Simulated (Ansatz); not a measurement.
Species: sum formula SiHS, net charge 1, singlet state. It need not be the lowest isomer of its formula. SMILES: [Si]=[SH+]
Geometry: optimised at B3LYP-D3(BJ)/def2-TZVP (Ansatz, a first-principles code).

Quantity: vertical electron affinity (to the doublet state of charge +0; a negative value means that the extra electron is unbound and the number depends on the basis; each state is the SCF solution reached for its spin), in eV. Correlated levels leave the core frozen unless marked. Open shells are spin-unrestricted. No spin-orbit coupling. No relativistic terms. CBS marks a two-point X^-3 extrapolation of the correlation energy; Hartree-Fock from the larger set. [CCSD(T)-MP2]/basis is that difference in the basis named.

```
level                                                                      program  vertical electron affinity (eV)
-------------------------------------------------------------------------  -------  -------------------------------
HF/def2-SVPD                                                                Ansatz                             7.03
HF/def2-QZVPPD                                                              Ansatz                             6.98
SVWN5/def2-TZVPD                                                            Ansatz                             7.37
wB97M-V/def2-TZVPD                                                          Ansatz                             7.14
MP2/def2-QZVPPD                                                             Ansatz                             7.23
RI-MP2/CBS(aug-cc-pV(T+d)Z,aug-cc-pV(Q+d)Z)                                 Ansatz                             7.26
SCS-MP2/def2-QZVPPD                                                         Ansatz                             7.17
CCSD/CBS(def2-TZVPPD,def2-QZVPPD)                                           Ansatz                             7.33
RI-MP2/CBS(aug-cc-pV(T+d)Z,aug-cc-pV(Q+d)Z)+[CCSD(T)-MP2]/aug-cc-pV(T+d)Z   Ansatz                             7.34
CCSD(T)/CBS(aug-cc-pV(T+d)Z,aug-cc-pV(Q+d)Z)                                Ansatz                             7.34
```
